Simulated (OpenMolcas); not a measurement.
Rh3+ among 5 point charges of -1.5 e arranged as a trigonal bipyramid (D3h). The axial distance is 1.08 times the equatorial one, R.

| Property | Result |
| --- | --- |
| Program | OpenMolcas |
| Method | SS-CASPT2, IPEA 0.25 Eh, imaginary shift 0.1 Eh (closed shells correlated: 4s 4p) |
| Basis | ANO-RCC-VDZP [6s5p3d1f] |
| Scalar Hamiltonian | DKH2, point nucleus |
| Active space | 6 electrons in 5 orbitals (4d) |
| State averaging | 2S+1 = 5 even, 5 roots; 2S+1 = 3 even, 45 roots; 2S+1 = 1 even, 50 roots |
| Spin-orbit coupling | state interaction with AMFI integrals over the reference wave functions |

All point charges move together. At R = 1.72 Å the first state of the same spin is 2650 cm-1, and at R = 1.81 Å it is 2260 cm-1.

Task: A third run gives 1530 cm-1. What distance was it run at?

Result: With a power law R^-n the two known points give n = -ln(2260 / 2650) / ln(1.81 / 1.72) = 3.12. Then R = 1.72 × (2650 / 1530)^(1/3.12) = 2.051 Å. The run was at 2.01 Å, so the estimate is off by +0.041 Å.

Roots that are degenerate in the reference are averaged as groups; the widest CASPT2 spread within a group is 150 cm-1 (the 2-fold group of multiplicity 5 near 2260 cm-1 above the lowest state of its run, R = 1.81). Shifts and gaps below about the spread of the groups concerned are not significant. An orbital doublet at a regular site is open to a Jahn-Teller distortion, which this geometry leaves out. Point charges give a weaker field than real ligands, and real ions of this kind are as a rule low spin; the high spin found here belongs to the model. Free-ion shares, where given, are those of the reference states; single-state CASPT2 does not remix them. This shell can be high or low spin here, a state of another spin lies low, and with metal d orbitals alone active their balance is uncertain, so the ground spin may be wrong (holds for R = 1.72; R = 1.81). This is an electrostatic model: the charges have no orbitals. No measured value stands beside these numbers.
